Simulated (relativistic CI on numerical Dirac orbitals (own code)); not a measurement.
# d2 in a ligand field

Computed with a parametric ligand-field model of a d^n configuration (Racah B and C, spin-orbit zeta, crystal field), exact diagonalisation.

Field parameters in Wybourne normalisation: Oh B⁴₀ = 21Dq, B⁴₄ = √(5/14) B⁴₀. The field is a parameter set, without covalency, and values of 10Dq over about 45,000 cm⁻¹ lie beyond real compounds.

B = 1000 cm⁻¹, C = 5160 cm⁻¹ (C/B = 5.16), Oh, no spin-orbit coupling. Tanabe-Sugano data, E/B above the lowest term (Δ = |10Dq|; b, c mark the second and third term of a kind):

```tsv
Δ/B	3T1	3T2	3A2	3T1(b)	1T2	1E	1A1
1.0	0.00	0.81	1.81	15.62	15.67	16.13	23.30
5.0	0.00	4.22	9.22	18.44	16.54	17.36	26.84
9.0	0.00	7.82	16.82	21.63	16.85	17.46	29.68
13.0	0.00	11.53	24.53	25.06	16.92	17.38	31.84
17.0	0.00	15.32	32.32	28.64	16.92	17.28	33.45
21.0	0.00	19.16	40.16	32.31	16.89	17.18	34.66
25.0	0.00	23.03	48.03	36.06	16.86	17.10	35.56
29.0	0.00	26.92	55.92	39.85	16.82	17.04	36.26
33.0	0.00	30.84	63.84	43.68	16.79	16.98	36.81
37.0	0.00	34.77	71.77	47.54	16.76	16.93	37.25
41.0	0.00	38.71	79.71	51.42	16.73	16.88	37.60
45.0	0.00	42.66	87.66	55.32	16.71	16.84	37.90
```

The ground term stays 3T1.
